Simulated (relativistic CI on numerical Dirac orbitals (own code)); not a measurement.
# I V: q coefficients and field-shift factors

Calculated at this level of theory: Dirac-Coulomb-Breit CI, separate exchange-only KLI orbitals for each configuration, valence Slater integrals scaled by 0.85, P86 correlation energy added to each configuration, derivatives by finite differences, QED left out (own radial code, finite nucleus).

Configurations in the expansion (outside the closed core [Kr] 4d10): 5s2 5p, 5s 5p2, 5s2 5d, 5p3, 5s 5p 5d, 5s2 5f, 5s2 6s, 5s2 4f. Levels of other configurations are missing.

With x = (α/α₀)² − 1 an excitation energy changes as ω = ω₀ + qx; K = 2q/ω₀ is the relative enhancement. Terms are leading LS components, so labels can repeat. The field-shift factor is F = δν/δ⟨r²⟩ for the transition from the lowest level.

Lowest level 5s2 5p 2P°_1/2.

```
           Level  ω₀ (cm⁻¹)  q (cm⁻¹)       K  F (GHz/fm²)
  5s2 5p 2P°_3/2    11807.8     13130    2.22       -0.527
   5s 5p2 4P_1/2    78540.0     12830   0.327        -21.2
   5s 5p2 4P_3/2    84066.7     20270   0.482        -21.5
   5s 5p2 4P_5/2    89932.5     25410   0.565        -21.6
   5s 5p2 2D_3/2   110551.7     21730   0.393        -18.9
   5s 5p2 2D_5/2   113021.0     26540    0.47        -19.1
   5s 5p2 2S_1/2   130984.3     18860   0.288        -20.8
   5s 5p2 2P_1/2   144363.6     26780   0.371        -20.7
   5s 5p2 2P_3/2   148752.1     27620   0.371          -20
   5s2 5d 2D_3/2   164936.3     14440   0.175       -0.671
   5s2 5d 2D_5/2   166248.7     15300   0.184       -0.274
   5s2 6s 2S_1/2   184464.7      5463  0.0592         9.85
  5s2 4f 2F°_7/2   197212.1     17440   0.177       -0.129
  5s2 4f 2F°_5/2   197403.8     17710   0.179       -0.129
     5p3 2D°_3/2   204928.8     29610   0.289        -35.8
     5p3 2D°_5/2   208814.3     36590    0.35          -35
     5p3 4S°_3/2   212446.3     37600   0.354        -42.1
5s 5p 5d 4F°_3/2   221151.6     22690   0.205        -21.1
5s 5p 5d 4F°_5/2   223549.0     24820   0.222        -20.9
5s 5p 5d 4F°_7/2   227242.5     28520   0.251        -20.9
     5p3 2P°_1/2   230981.2     38610   0.334        -37.1
5s 5p 5d 4F°_9/2   233143.0     36190    0.31        -21.2
     5p3 2P°_3/2   233551.8     40910    0.35        -33.6
```

At this charge configurations can still be misplaced by up to about 7 % of their energy. Levels and lines within the n = 5 or 6 shells can be off by up to 10 % or somewhat more, and those that change n by about 2 %, since core polarisation is missing.
